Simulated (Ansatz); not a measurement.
Species: C$_{3}$H$_{9}$BN, net charge 0, doublet state. It need not be the lowest isomer of its formula. 
Geometry from a B3LYP-D3(BJ)/def2-TZVP (Ansatz, a first-principles code) optimisation:
```
B
N 1 1.4099
H 2 1.0091 1 117.38
C 2 1.4494 3 113.18 1 -180.00
H 4 1.0869 2 110.05 3 180.00
H 4 1.0940 5 107.92 2 -121.78
H 4 1.0940 5 107.92 6 -116.43
C 1 1.5369 2 121.24 3 180.00
H 8 1.0847 1 125.27 2 0.00
H 8 1.0851 9 113.37 5 -180.00
C 1 1.5850 2 118.46 3 0.00
H 11 1.0935 1 113.85 2 0.00
H 11 1.0946 12 107.43 1 123.23
H 11 1.0946 12 107.43 13 113.54
```
Charge 0, spin multiplicity 2.

Basis-set convergence of Hartree-Fock and CCSD(T) correlation energies (hartree) with Ansatz. Valence correlation only, unless marked. UHF or UKS for open shells. No spin-orbit coupling. Non-relativistic.

```csv
basis,functions,E(HF),"E(corr, CCSD(T))"
cc-pVDZ,115,-198.00669,-0.74509
cc-pVTZ,276,-198.06397,-0.89985
cc-pVQZ,545,-198.07716,-0.94552
```

Extrapolating the two largest sets (X = 3 and 4) as X^-3: E(corr) = (64·(-0.94552) - 27·(-0.89985))/37 = -0.9788 Eh, an estimate of the basis-set limit. The largest set recovers 96.6 % of it, the smallest 76.1 %.
